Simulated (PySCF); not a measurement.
Molecule: SMILES O=C(O)c1ccsc1, C5H4O2S.

Molfile (atoms numbered from 1):
```
C5H4O2S
     RDKit          3D

 12 12  0  0  0  0  0  0  0  0999 V2000
    1.8330   -1.4741   -0.6379 O   0  0  0  0  0  0  0  0  0  0  0  0
    1.4930   -0.3631   -0.3169 C   0  0  0  0  0  0  0  0  0  0  0  0
    2.3595    0.6544   -0.1982 O   0  0  0  0  0  0  0  0  0  0  0  0
    0.1045    0.0295   -0.0160 C   0  0  0  0  0  0  0  0  0  0  0  0
   -0.9799   -0.8966   -0.0774 C   0  0  0  0  0  0  0  0  0  0  0  0
   -2.1718   -0.3134    0.2462 C   0  0  0  0  0  0  0  0  0  0  0  0
   -1.9814    1.3569    0.6229 S   0  0  0  0  0  0  0  0  0  0  0  0
   -0.2977    1.2940    0.3510 C   0  0  0  0  0  0  0  0  0  0  0  0
    3.2321    0.2921   -0.4129 H   0  0  0  0  0  0  0  0  0  0  0  0
   -0.8492   -1.9436   -0.3510 H   0  0  0  0  0  0  0  0  0  0  0  0
   -3.1587   -0.7721    0.2857 H   0  0  0  0  0  0  0  0  0  0  0  0
    0.3290    2.1763    0.4680 H   0  0  0  0  0  0  0  0  0  0  0  0
  1  2  2  0
  2  3  1  0
  2  4  1  0
  4  5  1  0
  5  6  2  0
  6  7  1  0
  7  8  1  0
  8  4  2  0
  3  9  1  0
  5 10  1  0
  6 11  1  0
  8 12  1  0
M  END
```

Geometry PBE0-D3(BJ)/def2-SVP throughout; GIAO in PySCF, gas phase, one conformer, non-relativistic; equivalent atoms averaged; basis pcSseg-1.

For orientation, WP04 gives these shifts δ (against TMS, CS2 at the same level): C2 165.5, C8 144.6, C5 136.1, C6 135.4, C4 137.3, S7 249.5, H12 7.78, H10 7.54, H9 5.86 ppm.

A run gave: C2 164.3, C8 141.1, C5 135.7, C6 133.1, C4 136.4, S7 238.1, H12 7.97, H10 7.84, H9 5.68 ppm (shifts δ (against TMS, CS2 at the same level)).

Which functional was used in that run?
A. B97-2
B. HF
C. CAM-B3LYP
D. PBE0

## Answers

D. C8 tells them apart best: PBE0 gives 141.1, B97-2 gives 138.0, HF gives 152.4, CAM-B3LYP gives 147.0 ppm.
